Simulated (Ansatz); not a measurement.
Correlation energies of CH4N2OSi (`N=C1O[SiH]1N`) by basis set

```xyz
9

N     2.3257    0.1564    0.8613
C     1.1222    0.2873    0.5684
O     0.4358    1.3264   -0.1055
Si   -0.6336    0.0850    0.2995
N    -1.3264   -0.8726   -0.8931
H     2.8738    0.9626    0.5519
H    -1.6713    0.4029    1.2975
H    -2.3123   -1.0667   -0.9241
H    -0.8140   -1.2815   -1.6560
```

Charge 0, multiplicity 1. Geometry: relaxed with PBE0-D4/def2-TZVP. It is one conformer, not always the lowest. Frozen core, restricted reference, Ansatz. CBS rows extrapolate triple and quadruple zeta; past MP2 they add the triple-zeta difference.

```
     basis     HF (Eh)  MP2 corr.  CCSD corr.       (T)  CCSD(T) total
  def2-SVP  -512.61571   -0.73428    -0.76377  -0.02599     -513.40547
def2-TZVPP  -513.00426   -0.91614    -0.93437  -0.04268     -513.98131
def2-QZVPP  -513.02413   -0.98351           –         –              –
 CBS(def2)  -513.02686   -1.03342    -1.05165     as TZ     -514.12119
```
